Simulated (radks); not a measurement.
Results of a calculation; reference values are marked as such.
Task: Excited configurations of Rb I: one electron is placed in a higher orbital outside [Kr]. The ground configuration is [Kr] 5s1. Code: a radial shooting solver on a logarithmic mesh with Libxc functionals. Model: Dirac Kohn-Sham, PBE, spin-unpolarised, spherical densities, finite nucleus; open shells are shared between the two j in proportion to 2j + 1; Fermi nuclear charge, rms radius 4.2036 fm. Excitation = E - E(ground); binding = E(ion) - E, where the ion is the core of charge +1; n* = 1/sqrt(2 binding) in atomic units, and the quantum defect is n - n*. Eigenvalue and <r> are those of j = l + 1/2.

| outer orbital | excitation (eV) | binding (eV) | n* | quantum defect | eigenvalue (eV) | <r> (bohr) |
|---|---|---|---|---|---|---|
| 5p | 1.519 | 2.634 | 2.273 | 2.727 | -1.335 | 7.252 |
| 6s | 2.282 | 1.872 | 2.696 | 3.304 | -1.125 | 11.58 |
| 6d | 3.345 | 0.808 | 4.102 | 1.898 | -0.485 | 24.58 |
| 7p | 3.295 | 0.858 | 3.982 | 3.018 | -0.539 | 24.94 |

Estimate the row for 6f.

Result: excitation (eV) 3.703; binding (eV) 0.451; n* 5.494; quantum defect 0.506; eigenvalue (eV) -0.285; <r> (bohr) 44.42. The Delta-SCF ionisation energy is 4.153 eV (NIST Atomic Spectra Database: 4.177 eV, measured). Self-interaction in the functional shifts the binding energies and quantum defects, so they are the method's values and not measured ones. Spin polarisation and multiplet splitting are left out, so open shells lie too high by an amount that depends on their filling.

Beside tabulated values, note that spin-unpolarised runs miss the spin-polarisation part of the exchange energy of open shells.
